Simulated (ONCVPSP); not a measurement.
# Before and after: ONCV potential for F (Z = 9)

* Element: F (Z = 9)
* Generator: ONCVPSP 4.0.1
* Type: optimised norm-conserving Vanderbilt (ONCV)
* Functional: PBEsol
* Relativity: non-relativistic
* Frozen core: [He]
* Valence charge: 7
* Reference configuration: 2s2 2p2 (charge +3)
* Partial waves: 2s: rc 0.55 bohr, ncon 4, nbas 7, qcut 13.8 1/bohr, local; 2p: rc 1.20 bohr, ncon 4, nbas 8, qcut 12.2 1/bohr, 2 projectors, debl 2.4 Ha; d scattering state at 0.12 Ha: rc 0.95 bohr, ncon 4, nbas 7, qcut 11.5 1/bohr, 2 projectors, debl 2 Ha
* Local potential: the s channel
* Core correction: Teter function, fcfact 4, rcfact 1.3

In the p channel the program set the typed energies aside and used -2.667, 0.250 Ha.

Change: p: qcut 16.7.

Cutoffs: the cutoffs (Ha) at which the residual kinetic energy of the hardest occupied pseudo-wave falls to 1 and 0.1 mHa per electron; they do not see the model core or the augmentation charge, which bear on the density cutoff. Errors are all-electron minus pseudo energies relative to the spin-unpolarised reference configuration.

Task: Predict the effect on cutoff, ghosts and configuration errors.

Result: The potential gets neither clearly harder nor softer (189 Ha and 397 Ha → 189 Ha and 397 Ha); the s channel sets the loose cutoff, while the largest relative change is in p, which becomes harder; of the 4 tests that both files solve, the error grows in 0 and shrinks in 4 by more than 15 % and 0.3 meV (median size 349.7 → 241.5 meV); neither file shows a bound ghost.

```tsv
quantity	base	changed
cutoff, loose	189 Ha	189 Ha
cutoff, tight	397 Ha	397 Ha
loose cutoff by channel	s 189 Ha, p 51 Ha	s 189 Ha, p 60 Ha
bound ghosts	none	none
GHOST(+) flags under 300 eV	none	none
error for 2s2 2p5, meV [ΔE -118.11 eV]	+416	+286
error for 2s2 2p4, meV [ΔE -98.78 eV]	+283	+197
error for 2s2 2p3, meV [ΔE -60.49 eV]	+104	+73
error for 2s1 2p5, meV [ΔE -79.89 eV]	+490	+335
s: phases at 0.56 bohr within 0.05 rad from the reference energy up to (Ha; the scan ends near 5)	to the end of the scan	to the end of the scan
p: phases at 1.22 bohr within 0.05 rad from the reference energy up to (Ha; the scan ends near 5)	to the end of the scan	to the end of the scan
d: phases at 0.96 bohr within 0.05 rad from the reference energy up to (Ha; the scan ends near 5)	to the end of the scan	to the end of the scan
rms error of d²Exc/dni dnj with the model core, mHa	3.74	3.71
```
